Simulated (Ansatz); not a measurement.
Program: Ansatz. Geometries: PBE0-D4/def2-TZVP. ΔE: electronic, gas phase. CBS: MP2 limit from def2 TZ/QZ plus the TZ coupled-cluster correction, frozen cores. This one scheme is used for every species. For Ga, Se outer-core shells are correlated without core-valence functions, which leaves a few kJ/mol of doubt a bond. Scalar relativity is left out up to krypton.

Reaction (hydrogenolysis of a Ga–Se bond): `C[Se][GaH2]` + H₂ → `[GaH3]` + `C[SeH]`

`C[Se][GaH2]`:

```xyz
8

C    -0.534   -1.263   -0.470
Se    0.105   -0.578    1.253
Ga    0.679    1.571    0.645
H    -1.572   -1.568   -0.354
H     0.076   -2.121   -0.745
H    -0.457   -0.493   -1.234
H     1.254    2.497    1.762
H     0.450    1.954   -0.856
```

H₂:

Z-matrix (Å, degrees):
```
H
H 1 0.746
```

`[GaH3]`:

```xyz
4

Ga   -0.001    0.000    0.000
H    -0.663    1.042    0.967
H     0.185   -1.488    0.459
H     0.478    0.447   -1.425
```

`C[SeH]`:

```xyz
6

C     0.157   -0.523   -0.016
Se   -0.480    1.105    0.846
H    -0.554   -0.861   -0.766
H     0.232   -1.270    0.772
H     1.139   -0.364   -0.455
H    -0.494    1.913   -0.380
```

```json
{"species": "`C[Se][GaH2]`", "HF/def2-TZVPP energy (Eh)": "-4363.90973"}
{"species": "H₂", "HF/def2-TZVPP energy (Eh)": "-1.13290"}
{"species": "`[GaH3]`", "HF/def2-TZVPP energy (Eh)": "-1924.96355"}
{"species": "`C[SeH]`", "HF/def2-TZVPP energy (Eh)": "-2440.05086"}
```

(1) Work out ΔE.

(2) What do rigid-rotor, harmonic-oscillator terms from PBE0-D4/def2-TZVP frequencies (298.15 K, 1 bar) make of the CCSD(T)/CBS value? (Best estimate.)

Largest T1 diagnostic among the species: 0.013.

## Answers

(1) ΔE = (-1924.96355) + (-2440.05086) − (-4363.90973) − (-1.13290) = 0.02822 Eh = +17.7 kcal/mol. CCSD(T)/CBS gives +24.7 kcal/mol.

(2) Computed: ΔZPE = +1.0 kcal/mol, ΔH = +24.8 kcal/mol, ΔS = 19 J/(mol·K), ΔG = +23.5 kcal/mol.

At CCSD(T), def2-SVP lies −3.9 kcal/mol from the extrapolated value and def2-TZVPP −1.6 kcal/mol. From BLYP to BHLYP (50 % exact exchange), in def2-TZVPP and without D4, ΔE moves by −1.4 kcal/mol.
